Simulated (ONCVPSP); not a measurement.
Ba (Z = 56), ONCV: configuration errors across variants

```json
{
  "Element": "Ba (Z = 56)",
  "Generator": "ONCVPSP 4.0.1",
  "Type": "optimised norm-conserving Vanderbilt (ONCV)",
  "Functional": "PBEsol",
  "Relativity": "scalar-relativistic",
  "Frozen core": "[Xe]",
  "Valence charge": "2",
  "Reference configuration": "6s2",
  "Partial waves": "6s: rc 4.00 bohr, ncon 4, nbas 8, qcut 1.7 1/bohr, 3 projectors, debl 0.5 Ha; p scattering state at 0.35 Ha: rc 3.45 bohr, ncon 4, nbas 8, qcut 2.3 1/bohr, 2 projectors, debl 3.1 Ha; d scattering state at 0.15 Ha: rc 3.05 bohr, ncon 4, nbas 9, qcut 2.9 1/bohr, 1 projector",
  "Local potential": "polynomial inside 1.90 bohr (lpopt 3, dvloc0 4 Ha)",
  "Core correction": "polynomial model core, fcfact 0.75"
}
```

In the d channel the program set the typed energies aside and used 0.050 Ha.

All-electron excitation energies from the reference (eV): (1) 6s1 5.382; (2) 6s1.5 2.147; (3) 6s1 6p1 2.050; (4) 5d1 6s1 1.341.

2 further variants failed, have other tests or too few solved ones, and are left out.

A true bound ghost makes a file unfit for plane-wave use even where its test errors are small: the radial tests pick states by their node count and pass the ghost by.

Errors AE − PS in meV (a dash: test not solved or not reliable):

| change | (1) | (2) | (3) | (4) | bound ghosts | GHOST(+) flags above zero |
| --- | --- | --- | --- | --- | --- | --- |
| base | -9.8 | -1.7 | +91 | -22 | none | s, p, d |
| all radii but the core radius scaled by about 0.90 (s 3.58, p 3.10, d 2.74 bohr); local potential polynomial inside 1.70 bohr (lpopt 3, dvloc0 4 Ha) | -10 | -1.8 | +102 | -41 | s | s, p |
| all radii but the core radius scaled by about 1.07 (s 4.26, p 3.68, d 3.26 bohr); local potential polynomial inside 2.02 bohr (lpopt 3, dvloc0 4 Ha) | -10 | -1.8 | -1.0 | -40 | none | s, p |
| all radii but the core radius scaled by about 1.18 (s 4.70, p 4.06, d 3.58 bohr); local potential polynomial inside 2.24 bohr (lpopt 3, dvloc0 4 Ha) | -13 | -2.1 | -5.0 | -27 | none | p |
| all radii but the core radius scaled by about 1.26 (s 5.02, p 4.34, d 3.84 bohr); local potential polynomial inside 2.38 bohr (lpopt 3, dvloc0 4 Ha) | -15 | -2.6 | -8.9 | -18 | none | s, p |
| all radii but the core radius scaled by about 1.32 (s 5.30, p 4.56, d 4.04 bohr); local potential polynomial inside 2.52 bohr (lpopt 3, dvloc0 4 Ha) | -18 | -3.1 | -22 | -10 | none | s, p |

(1) Give the same row for: all radii but the core radius scaled by about 1.14 (s 4.54, p 3.92, d 3.46 bohr); local potential polynomial inside 2.16 bohr (lpopt 3, dvloc0 4 Ha).

Answers

(1) -11, -2.0, -3.3, -30; bound ghosts: none; GHOST(+) flags above zero: s, p.
